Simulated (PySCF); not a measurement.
**Electronic structure of Ar (argon, neutral) at the UHF level**

Configuration: [Ar], closed-shell 1S. All numbers are calculated (PySCF 2.14, scalar relativity by spin-free X2C-1e, in aug-cc-pCVTZ-DK (8s7p5d3f, 75 functions)).

```
Total energy                        : -528.621686 hartree
One-electron energy                 : -730.6774 hartree
Hartree (Coulomb) energy            : 232.4027 hartree
Exchange energy                     : -30.3470 hartree
⟨S²⟩                                : 0.0000
⟨L²⟩                                : 0.000
Sum of ⟨r⟩                          : 16.05 bohr
Sum of ⟨r²⟩                         : 26.01 bohr²
Langevin diamagnetic susceptibility : -20.6 ×10⁻⁶ cm³/mol
```

```csv
shell,electrons,mean orbital energy (eV),"rms radius, mean of both spins (bohr)"
1s,2,-3240.6,0.0991
2s,2,-337.69,0.446
2p,6,-260.55,0.417
3s,2,-35.018,1.53
3p,6,-16.073,1.82
```

Densities and radii are taken from the X2C orbitals without a picture-change correction, which distorts them close to the nucleus.

Spin-orbit constants ζ (cm⁻¹) from the X2C one-electron operator on these orbitals: bare nucleus, nucleus screened by l(l+1)(2l+1)/3 electrons, and screened by the Breit-Pauli mean field of the electrons.

```
shell   bare  screened nucleus  mean field
   2p  13080             11630       10960
   3p  942.7             838.0       779.7
```
